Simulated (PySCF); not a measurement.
# Excitation energy of Cu²⁺ by level of theory

Cu²⁺ [Ar] 3d9 (2D) → Cu²⁺ [Ar] 3d8 4p1 (high-spin determinant), as a difference of total energies. Computed with PySCF 2.14 in aug-cc-pVDZ-DK (7s6p4d2f, 59 functions), with the spin-free X2C one-electron Hamiltonian (Gaussian nucleus). Correlated levels: valence: [Ar] frozen. The calculations carry no spin-orbit coupling.

```csv
method,excitation energy (eV)
UHF,13.142
LDA,15.250
PBE,14.725
PBE0,14.581
r2SCAN,14.161
BP86,14.728
wB97X,15.120
BHandHLYP,14.321
TPSSh,14.521
MP2 (valence),15.185
SCS-MP2 (valence),15.067
```

Question: How much does correlation contribute at MP2 (valence)?

Answer: 15.185 − (13.142) = 2.043 eV, measured against UHF.

A first-order spin-orbit estimate (lowest level to lowest level, LS coupling) adds -0.017 eV.

The determinant of the upper state mixes LS terms, which raises its energy above the lowest term, most at the Hartree-Fock and MP2 levels.
